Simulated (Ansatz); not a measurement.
`CO[Si](O)([SiH3])Cl`. Total charge 0; spin multiplicity 1. Geometry: relaxed with PBE0-D4/def2-TZVP. It is one conformer, not always the lowest.

```xyz
13

C    -1.554    0.721    1.261
O    -0.173    0.431    1.254
Si    0.792    0.342   -0.057
O     2.335    0.268    0.453
Si    0.387   -1.497   -1.435
Cl    0.475    2.063   -1.167
H    -1.756    1.686    0.786
H    -2.126   -0.055    0.743
H    -1.883    0.761    2.300
H     2.646    0.942    1.062
H    -1.046   -1.481   -1.837
H     1.233   -1.417   -2.653
H     0.669   -2.763   -0.710
```

(1) What is the dipole moment at B3LYP/def2-TZVPP? (Best estimate.)

(2) And with PBE, r2SCAN, ωB97M-V? (Best estimate.)

(3) Give the Mulliken charges with B3LYP, PBE, r2SCAN in def2-TZVPP. (Estimate.)

Answers

(1) Computed: 1.48 D, with components (-0.93, 0.10, 1.14) D in this frame, pointing from negative to positive charge.

(2) Computed: PBE 1.45 D, r2SCAN 1.49 D, ωB97M-V 1.47 D.

(3) Ansatz gave: 
```csv
atom,B3LYP,PBE,r2SCAN
C1,-0.12,-0.13,0.00
O2,-0.35,-0.28,-0.36
Si3,0.66,0.55,0.67
O4,-0.38,-0.34,-0.40
Si5,0.12,0.05,0.13
Cl6,-0.27,-0.24,-0.27
H7,0.10,0.10,0.07
H8,0.10,0.09,0.06
H9,0.12,0.11,0.07
H10,0.19,0.19,0.20
H11,-0.06,-0.04,-0.06
H12,-0.05,-0.03,-0.05
H13,-0.05,-0.04,-0.06
```

B3LYP here is the variant with VWN-RPA as its local correlation; programs differ in this.
